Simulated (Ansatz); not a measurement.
[Se3]2- (Se3²⁻). Charge -2, multiplicity 3. Geometry r2SCAN-D4/def2-TZVPD, that of the charge -2 singlet.

Cartesian coordinates in Å:
```
Se -0.330 -0.128 -2.022
Se 0.452 -0.724 0.159
Se -0.121 0.853 1.864
```

A multiply charged anion in the gas phase is held together partly by the finite basis. At PBE-D4/def2-TZVPD, r2SCAN-D4/def2-TZVPD, PBE0-D4/def2-TZVPD the highest occupied level of the charge -2 triplet lies above zero (up to 4.46 eV). It is a level of α spin, whose loss leaves a doublet; that state wasn't run at this geometry and level. The electron is either unbound and held by the finite basis, or the level is raised by self-interaction error. At PBE0-D4/def2-TZVPD a singlet of charge -2 lies 0.96 eV below the triplet at the same geometry.

(1) Estimate the α-spin orbital energies around the gap (eV) in Ansatz with PBE-D4/def2-TZVPD, r2SCAN-D4/def2-TZVPD, PBE0-D4/def2-TZVPD.

Results:

(1) 
| orbital | PBE-D4/def2-TZVPD | r2SCAN-D4/def2-TZVPD | PBE0-D4/def2-TZVPD |
| --- | --- | --- | --- |
| HOMO−5 | 0.31 | 0.09 | -0.99 |
| HOMO−4 | 2.06 | 1.95 | 1.02 |
| HOMO−3 | 2.32 | 2.27 | 1.43 |
| HOMO−2 | 2.49 | 2.42 | 1.56 |
| HOMO−1 | 3.09 | 2.99 | 2.09 |
| HOMO | 4.38 | 4.46 | 4.15 |
| LUMO | 4.65 | 4.87 | 5.03 |
| LUMO+1 | 5.22 | 5.47 | 5.62 |
| LUMO+2 | 5.32 | 5.55 | 5.80 |
| LUMO+3 | 5.94 | 6.26 | 6.46 |
| LUMO+4 | 6.05 | 6.41 | 6.49 |
| LUMO+5 | 6.18 | 6.49 | 6.61 |
| β HOMO | 2.68 | 2.65 | 1.94 |
| β LUMO | 3.69 | 3.85 | 4.31 |
